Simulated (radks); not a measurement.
The numbers below are computed, except where a source is named.
Spin polarisation of the 5d2 shell in the hafnium ion Hf2+. Start: [Xe] 4f14 5d(up 1, down 1); electrons of 5d are moved from spin down to spin up, other shells keep equal spins. Code: a radial shooting solver on a logarithmic mesh with Libxc functionals. Model: non-relativistic Kohn-Sham, PBE, spin-polarised, spherical densities, point nucleus.

| moment (Bohr magnetons) | E - E(0) (eV) | e(5d up) (eV) | e(5d down) (eV) | 4f down minus up (eV) | 5p down minus up (eV) |
|---|---|---|---|---|---|
| 0 | 0.000 | -17.276 | -17.276 | 0.000 | 0.000 |
| 0.5 | -0.045 | -17.449 | -17.090 | 0.043 | 0.292 |
| 1 | -0.180 | -17.609 | -16.890 | 0.087 | 0.585 |
| 1.5 | -0.405 | -17.756 | -16.670 | 0.130 | 0.878 |
| 2 | -0.726 | -17.894 | -16.395 | 0.173 | 1.174 |

At moment 2 the spin-polarisation energy is -0.726 eV and the 5d exchange splitting 1.499 eV, that is 0.749 eV per Bohr magneton; E = -I m^2/4 would give I = 0.726 eV.
